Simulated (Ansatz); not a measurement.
Mulliken charges of BrFHSi, SMILES `F[SiH]Br` radical from r2SCAN/def2-TZVPP in Ansatz (PBE0-D4/def2-TZVP geometry).

| atom | x (Å) | y (Å) | z (Å) | charge (e) |
| --- | --- | --- | --- | --- |
| F1 | -1.078 | -0.285 | 1.078 | -0.291 |
| Si2 | -0.290 | -0.255 | -0.310 | 0.529 |
| Br3 | 1.852 | -0.644 | 0.074 | -0.184 |
| H4 | -0.429 | 1.123 | -0.862 | -0.054 |

Question: By hand: the dipole of these point charges (1 e Å = 4.8032 D).

Answer: Σ q r = (-0.157, 0.006, -0.445) e Å, of length 0.472 e Å = 2.27 D.

Question: How does the dipole of the full density compare? (Estimate.)

Answer: Computed: (-0.066, 0.054, -0.216) e Å, 1.12 D; the point charges give 2.03 times that, at 13° from its direction.

Point charges leave out the atoms' own dipoles, such as those of lone pairs, and Mulliken's split depends on the basis, so the two needn't agree.
